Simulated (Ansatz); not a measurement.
Input (CCSDT(Q)/cc-pVTZ; Ansatz, an electronic-structure program):

Ansatz 0.2 input:
```yaml
crystal:
  periodic: [false, false, false]
  atoms:
    - {symbol: Ge, position_ang: [0.09169841, -0.04818674, 0.41174349]}
    - {symbol: F, position_ang: [0.26953823, 1.37052922, -0.61755320]}
    - {symbol: O, position_ang: [-0.57254176, -1.09945278, -0.87819016]}
    - {symbol: H, position_ang: [-0.77985904, -1.99716498, -0.59229154]}
basis:
  gaussian:
    orbitals: cc-pVTZ
magnetization: {spin_polarized: false}
correlation: {method: ccsdt_q, electrons: outside_noble_gas}
```

Output:

```
Functional definition: HF
integrals: 0.27 GiB planned
1473 factors; integrals over basis functions are off by at most 2.0e-7 eV
mean field: 0.66 GiB planned
mean field evaluation 1: about -61233.0517 eV, gradient 4.7e1 eV
mean field evaluation 2: about -61233.1349 eV, gradient 4.7e1 eV
mean field evaluation 4: about -61237.1015 eV, gradient 2.4e0 eV
mean field evaluation 8: about -61237.1399 eV, gradient 3.6e-1 eV
mean field evaluation 16: about -61233.0511 eV, gradient 4.7e1 eV
mean field -61237.14052832 eV, -2250.4234063909 hartree, gradient 1.3e-6 eV, S^2 0.000000; 0 other end points of the search recorded, 0 dependent functions left out
16 core orbitals not correlated
reference -61237.14052832 eV, -2250.4234063909 hartree; 9, 9 occupied and 92, 92 virtual orbitals, 1473 factors
second order -16.22232411 eV of doubles, -0.00000000 eV of singles
coupled cluster: 4.07 GiB planned
cycle   1  -15.86260441 eV  change    3.6e-1 eV  update   1.2e-1
cycle   2  -16.56098255 eV  change   -7.0e-1 eV  update   7.4e-2
cycle   3  -17.04057852 eV  change   -4.8e-1 eV  update   2.9e-2
cycle   4  -17.00300321 eV  change    3.8e-2 eV  update   1.3e-2
cycle   5  -16.94843338 eV  change    5.5e-2 eV  update   6.5e-3
cycle   6  -16.94522780 eV  change    3.2e-3 eV  update   3.4e-3
cycle   7  -16.95344218 eV  change   -8.2e-3 eV  update   1.1e-3
cycle   8  -16.95576893 eV  change   -2.3e-3 eV  update   6.6e-4
cycle   9  -16.95454745 eV  change    1.2e-3 eV  update   2.2e-4
cycle  10  -16.95468517 eV  change   -1.4e-4 eV  update   1.2e-4
cycle  11  -16.95442053 eV  change    2.6e-4 eV  update   5.9e-5
cycle  12  -16.95432644 eV  change    9.4e-5 eV  update   2.8e-5
cycle  13  -16.95431985 eV  change    6.6e-6 eV  update   1.3e-5
cycle  14  -16.95431250 eV  change    7.4e-6 eV  update   6.9e-6
cycle  15  -16.95430996 eV  change    2.5e-6 eV  update   2.7e-6
cycle  16  -16.95430858 eV  change    1.4e-6 eV  update   1.4e-6
perturbative correction -0.03372695 eV, -0.0012394424 hartree
Total energy: -61254.12856384 eV, -2251.0477051815 hartree
```
